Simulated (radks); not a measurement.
O+, 7 electrons, occupied as [He] 2s2 2p3.

Calculated with a radial shooting solver on a logarithmic mesh with Libxc functionals: non-relativistic Kohn-Sham, exchange-only PBE, spin-unpolarised, spherical densities, point nucleus.

Energy parts (hartree):
| part | energy |
|---|---|
| total | -74.13104 |
| kinetic | 74.13104 |
| electron-nucleus | -172.35840 |
| Hartree | 31.70078 |
| exchange | -7.60447 |

Orbitals (lengths in bohr, moments of r in powers of bohr; r(max) is where P^2 peaks; r(90%) holds 90 % of the orbital's charge):
orbital,occ.,eigenvalue (hartree),<r^2>,r(90%),r(max)
1s,2,-19.57009,0.05388,0.358,0.1293
2s,2,-1.41481,1.427,1.73,0.8535
2p,3,-0.86260,1.602,1.91,0.7790

The highest occupied level is 2p at -23.473 eV. Virial ratio -V/T = 2.00000. The electron density at the nucleus is 315 e/bohr^3. The density falls to 0.001 e/bohr^3 at r = 2.90 bohr. For comparison, the ionisation energy in NIST's Atomic Spectra Database is 35.121 eV (measured). In exact Kohn-Sham theory the highest level is minus the ionisation energy, but local and semilocal functionals leave it too shallow, through self-interaction and a potential that decays too fast; potentials with the right tail come closer.

Beside tabulated values, note that spin-unpolarised runs miss the spin-polarisation part of the exchange energy of open shells.
